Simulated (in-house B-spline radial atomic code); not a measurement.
Ionising Zr with different functionals

Computed with an all-electron radial atomic-structure program (B-spline basis): scalar-relativistic (spin-free X2C) Hamiltonian, Fermi nucleus of rms radius 4.2694 fm, spin-polarised at highest spin, spherical fractional occupations for the functionals, and exact exchange of hybrids averaged over the configuration. The ionisation energy is the difference of two self-consistent energies, [Kr] 4d2 5s2 → [Kr] 4d2 5s1, without Breit or QED terms; ε is the level of the shell that loses the electron (its least bound occupied spin orbital). There is no spin-orbit coupling in this Hamiltonian.

```tsv
method	rung	ΔSCF (eV)	-ε(5s) (eV)
PBE0	global hybrid	6.30	4.60
B3LYP	global hybrid	6.61	4.58
TPSSh	global hybrid	6.28	4.23
BHandHLYP	global hybrid	6.38	5.10
r2SCAN0	global hybrid	6.14	4.64
B97-1	global hybrid	6.79	4.53
HSE06	range-separated hybrid	?	?
wB97X	range-separated hybrid	?	?
CAM-B3LYP	range-separated hybrid	6.54	5.56
LC-wPBE	range-separated hybrid	6.07	6.25
```

**Question.** What does HSE06 give?

**Answer.** ΔSCF 6.33 eV, and -ε(5s) = 4.27 eV.

**Question.** What does wB97X give?

**Answer.** ΔSCF 6.89 eV, and -ε(5s) = 6.48 eV.

**Question.** Among the functionals, which spreads more, the ΔSCF values or the orbital energies?

**Answer.** The orbital energies: ΔSCF values span about 0.82 eV and the orbital energies 2.25 eV.

**Question.** How do they compare with the NIST value?

**Answer.** NIST lists 6.634 eV (measured, ground level to ground level). Errors run from -0.56 to +0.26 eV; B3LYP is closest (-0.02 eV), but part of that can be cancellation, since the calculations leave out spin-orbit coupling, Breit-QED terms, multiplet and fine-structure energies.
